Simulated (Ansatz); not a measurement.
Dissociation curve of CH (cation, charge +1), singlet.

Method: full CI/cc-pVTZ, frozen core in Ansatz (a quantum-chemistry and plane-wave program).

**Question.** Relative to R = 1.14 Å, what are the energies at R = 0.91, 1.28, 1.33, 4.50 Å?

**Answer.** 24.7 kcal/mol at 0.91 Å, 5.4 kcal/mol at 1.28 Å, 8.8 kcal/mol at 1.33 Å, 96.3 kcal/mol at 4.50 Å.
